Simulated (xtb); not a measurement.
In(Me)(SMe)2 (C3H9InS2), SMILES [S]([In]([CH3])[S]C)C. All values are semi-empirical tight-binding results from xtb (GFN2-xTB unless named), good for trends rather than for accurate numbers. The structure is a stationary point at GFN2-xTB. The values are those of a single conformer.

Optimised geometry:

```xyz
15

In     0.1874     0.3631     0.2811
C      0.4471     2.5034     0.9419
H      1.0544     2.5042     1.8419
H     -0.5286     2.9383     1.1449
H      0.9476     3.0619     0.1540
S     -1.3104    -0.1929    -1.5985
C     -1.9992     1.4684    -1.9195
H     -2.7351     1.7160    -1.1584
H     -2.4808     1.4130    -2.8914
H     -1.2059     2.2124    -1.9445
S      1.3436    -1.5906     1.2028
C      0.5520    -2.9056     0.2033
H     -0.4198    -3.1493     0.6274
H      1.2092    -3.7683     0.2593
H      0.4456    -2.5828    -0.8323
```

For metal compounds this method's bond lengths and energies can be far off.

Estimate the properties. (Estimate from the structure and the level; the computed values follow.)


- orbital gap: 2.21 eV
- zero-point energy: 68.2 kcal/mol
- G − E(el) at 298.15 K (modified RRHO): 42.2 kcal/mol

Computed atomic charges and the Wiberg bond orders between heavy atoms:
charges (e) In1 0.23, C2 -0.17, H3 0.07, H4 0.07, H5 0.06, S6 -0.30, C7 -0.04, H8 0.05, H9 0.06, H10 0.05, S11 -0.26, C12 -0.04, H13 0.06, H14 0.07, H15 0.08. Bond orders In1–C2 0.72, In1–S6 0.78, S6–C7 1.00, In1–S11 0.82, S11–C12 0.99.
